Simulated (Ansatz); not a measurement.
Job for Ansatz (an electronic-structure program): R-wB97X-V/def2-TZVPP on C2H4 (SMILES C=C).

Ansatz 0.2 input:
```yaml
crystal:
  periodic: [false, false, false]
  atoms:
    - {symbol: C, position_ang: [-0.66112664, -0.03924660, -0.00466731]}
    - {symbol: C, position_ang: [0.66112664, 0.03924660, 0.00466731]}
    - {symbol: H, position_ang: [-1.28478287, 0.83544969, 0.13534147]}
    - {symbol: H, position_ang: [-1.17489083, -0.98146548, -0.15269761]}
    - {symbol: H, position_ang: [1.28478287, -0.83544969, -0.13534147]}
    - {symbol: H, position_ang: [1.17489083, 0.98146548, 0.15269762]}
basis:
  gaussian:
    orbitals: def2-TZVPP
hamiltonian:
  xc: {name: wB97X-V}
scf: {lower_state_search: off}
```

It printed:

```
WARN ansatz: RAYON_NUM_THREADS=4 ignored (pool sized by the plan → 4); use --threads N
Functional definition: wB97X-V
these checks for a lower state are left out or cut short: stability, starts, cluster_reference, orbital_swaps, neighbouring_geometries, increment
integrals: 0.03 GiB planned
596 factors; their error is unknown
integrals: 0.07 GiB planned
162 factors; integrals over basis functions are off by at most 1.3e-5 eV
mean field: 0.41 GiB planned
mean field evaluation 1: about -2136.3255 eV, gradient 3.1e1 eV
mean field evaluation 2: about -2137.6559 eV, gradient 2.0e1 eV
mean field evaluation 4: about -2138.5421 eV, gradient 8.8e-2 eV
mean field evaluation 8: about -2138.5422 eV, gradient 7.3e-4 eV
mean field -2138.54215403 eV, -78.5899746048 hartree, gradient 6.1e-6 eV, S^2 0.000000; 0 other end points of the search recorded, 0 dependent functions left out
reference -2138.54215254 eV, -78.5899745498 hartree; 8, 8 occupied and 110, 110 virtual orbitals, 596 factors
Total energy: -2138.54215254 eV, -78.5899745498 hartree
Checks for a lower state left out: stability, starts, cluster_reference, orbital_swaps, neighbouring_geometries, increment
```

Self-consistency was reached.

Cost: around 2.6 core-seconds (rough).
